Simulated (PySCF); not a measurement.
Geometries of 2 isomers of H9N3Si3, from PBE0-D3(BJ)/def2-SVP geometry optimisation, gas phase (PySCF). One conformer each, no zero-point energy, no frequencies.

Question: Which is lower in electronic energy at this level?
A.
```xyz
15
angstrom
Si    -2.293    0.376    0.363
N     -1.452   -1.096   -0.052
Si     0.267   -1.268   -0.059
N      1.189   -0.300   -1.183
Si     2.004    0.595    0.071
N      1.058   -0.349    1.196
H     -3.621    0.382   -0.324
H     -2.543    0.528    1.832
H     -1.486    1.544   -0.097
H     -2.011   -1.926   -0.219
H      0.516   -2.738   -0.130
H      1.178   -0.226   -2.189
H      1.758    2.072    0.092
H      3.486    0.398    0.152
H      1.060   -0.429    2.202
```
B.
```xyz
15
angstrom
N      0.540    0.952   -1.287
Si    -0.772    1.485   -0.265
N     -1.643    0.119    0.386
Si    -0.775   -1.213    1.081
N      0.903   -0.866    0.746
Si     1.635   -0.269   -0.722
H      0.474    1.136   -2.283
H     -1.718    2.290   -1.094
H     -0.233    2.321    0.846
H     -2.610   -0.010    0.107
H     -0.877   -1.347    2.569
H     -1.288   -2.489    0.485
H      1.541   -1.016    1.522
H      1.816   -1.288   -1.806
H      2.997    0.211   -0.331
```

Answer: B. That is `N1[SiH2]N[SiH2]N[SiH2]1`, 14.5 kcal/mol below the other.

```
                 SMILES                       atoms numbered as above       E (Eh)  relative (kcal/mol)  relative (kJ/mol)  dipole (D)
N1[SiH2]N[SiH2]N[SiH2]1  [NH:1]1[SiH2:2][NH:3][SiH2:4][NH:5][SiH2:6]1  -1037.35799                  0.0                0.0        0.81
 [SiH3]N[SiH]1N[SiH2]N1   [SiH3:1][NH:2][SiH:3]1[NH:4][SiH2:5][NH:6]1  -1037.33482                 14.5               60.8        0.95
```

As drawn, the higher has a four-membered ring, which the lower lacks.
